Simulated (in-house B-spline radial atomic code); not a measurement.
# Binding energies in As

NIST's tabulated ground configuration is [Ar] 3d10 4s2 4p3; each binding energy is the energy of the ion with one electron taken from that subshell, relaxed, less that of the parent. All numbers are computed (Dirac-Hartree-Fock, average of configuration; Fermi nucleus of rms radius 4.0968 fm) with an all-electron radial atomic-structure program (B-spline basis), not measured. Energies include first-order Breit, QED and recoil terms.

```csv
subshell,X-ray name,binding energy (eV),-ε (eV),relaxation (eV)
1s,K,11874.8,11951.7,52.2
2s,L1,1544.4,1573.2,26.8
3s,M1,217.1,225.7,8.3
3d3/2,M4,49.27,57.14,7.88
3d5/2,M5,48.59,56.34,7.80
4s,N1,18.41,19.40,0.97
4p,"N2,3",8.36,8.95,0.60
```

Relaxation = -ε minus the binding energy without Breit, QED and recoil terms.

What does it cost to remove two 1s electrons?

24226 eV, which is 476.4 eV more than the two single binding energies together.

What does it cost to remove both a 3s and a 4p electron?

236.36 eV, which is 10.94 eV more than the two single binding energies together.

What does it cost to remove both a 2s and a 3d3/2 electron?

1620.9 eV, which is 27.31 eV more than the two single binding energies together.
